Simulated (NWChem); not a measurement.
System: MgICl; SMILES [Mg]([I])[Cl]

```xyz
3

Mg     0.0495     1.1794     0.0000
Cl     0.0134     3.3755     0.0000
I      0.0907    -1.3659     0.0000
```
Atoms are numbered in this order, from 1.

Level: PBE0/def2-SVP with def2 effective core potentials on I (NWChem), optimised geometry, unscaled harmonic frequencies. def2 effective core potentials on I; no spin-orbit coupling.

| frequency (cm⁻¹) | IR intensity (km/mol) |
|---|---|
| 104 | 35.7 |
| 217 | 2.0 |
| 563 | 109.1 |

| Quantity | Result |
|---|---|
| zero-point energy | 1.3 kcal/mol |
| thermal correction to the enthalpy at 298.15 K (with zero-point energy) | 4.5 kcal/mol |
| heat capacity Cv | 10.8 cal/(mol K) |
| entropy at 298.15 K and 1 atm (symmetry number 1) | 58.1 cal/(mol K) |

Rigid rotor and harmonic oscillator.
